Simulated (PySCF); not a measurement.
Peak assignment

Numbering as in the mapped SMILES `[CH:1]#[C:2][C:3](=[O:4])[CH2:5][SiH2:6][OH:7]` (H(Xn): hydrogen on atom n).

Computed data (PySCF): structure optimised with GFN2-xTB, GIAO PBE0/pcSseg-1 shieldings. Averaged over atoms made equivalent by symmetry, fast rotation or ring inversion, one computed conformer, in vacuum, relativity neglected.

Shifts are taken against calculated references (same method and geometry level): ¹³C, ¹H against TMS.

Problem. Assign these signals to the numbered atoms. ¹³C{¹H} NMR (computed): δ 194.2, 88.3, 86.3, 42.6.

Solution. 
```tsv
δ (ppm)	atoms	environment	reason
194.2	C3	carbonyl carbon of an ynone	–
88.3	C1	terminal alkyne carbon	sp carbons lie upfield of alkene carbons because the cylindrical π system leaves one tensor component strongly shielded
86.3	C2	alkyne carbon	sp carbons lie upfield of alkene carbons because the cylindrical π system leaves one tensor component strongly shielded
42.6	C5	sp3 CH2 bonded to Si, α to a carbonyl	the adjacent C=O deshields it moderately
```

Problem. Assign these signals to the numbered atoms. ¹H NMR (500 MHz, computed): δ 5.04 (t, 2H), 3.36 (br s, 1H), 2.91 (s, 1H), 2.64 (t, 2H).

Solution. 
5.04 → H(Si6), hydrogen on a silicon bonded to C, O
3.36 → H(O7), hydrogen on an oxygen bonded to Si: exchangeable, gas-phase position
2.91 → H(C1), hydrogen on a terminal alkyne carbon: it lies on the axis of the triple bond, in its shielding cone
2.64 → H(C5), hydrogen on an sp3 CH2 bonded to Si, α to a carbonyl: α to C=O

OH/NH shifts are gas-phase values; hydrogen bonding in solution moves them, usually downfield. Shifts are as computed. Against solution values, carbons near 30 ppm lie about +3 ppm off and those near 130 ppm about +5 ppm. Of 1309 compounds with measured shifts, 239 miss one by over three times the rms of a fit or turn the order of signals round; such compounds aren't used in these exercises. Multiplicities follow the n + 1 count of equivalent neighbours, as no J values were calculated; m marks all less simple cases, F and P coupling included.
